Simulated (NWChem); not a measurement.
System: C2H3FO2Si; SMILES O=C1OC[Si@H]1F

```xyz
9

O      1.3409    -1.8472     0.0620
C      0.4709    -1.0271    -0.0116
O     -0.8807    -1.2929     0.2412
C     -1.5576     0.0032     0.1265
Si     0.0617     0.8289    -0.4463
F      0.6816     2.0134     0.4984
H     -2.3931    -0.0714    -0.5982
H     -1.9536     0.3186     1.1134
H      0.1871     1.2925    -1.8676
```
Atoms are numbered in this order, from 1.

Results from NWChem. Structure relaxed at the PBE-D3(BJ)/def2-SVP level.

For level PBE0/aug-pcseg-1:

highest occupied level (eV): -8.09
orbital gap (eV): 6.40
dipole (D): 3.88

Task: How do the values read with level PBE0/STO-3G instead?

Result: 
- highest occupied level (eV): -3.91
- orbital gap (eV): 7.15
- dipole (D): 2.90
